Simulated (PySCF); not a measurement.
**Orbital picture of Be₂**

r²SCAN at R = 2.526 Å; PySCF, no relativity, basis sets Be def2-SVP. State: ¹Σg⁺ (singlet), closed shell. Only the outer orbitals are listed.

```tsv
orbital	occ.	ε (eV)	main shells (%)
σg	2	-7.35	89 s, 11 p
σu	2	-4.61	86 s, 14 p
σg	0	-2.75	84 p, 16 s
πu	0	-2.72	100 p
πu	0	-2.72	100 p
```

**Question.** Which are the highest filled and the lowest empty level, where do they sit, and how wide is the gap?

**Answer.** Highest filled σu at -4.61 eV (in %: 86 s, 14 p); lowest empty σg at -2.75 eV (in %: 84 p, 16 s); the gap at r²SCAN is 1.86 eV.

| Item | Value |
| --- | --- |
| bond order (Mayer) | 0.80 |
| ⟨S²⟩ | 0.000 |

Closed-shell solutions of metal pairs were not tested for spin polarisation, which can lower them a little.
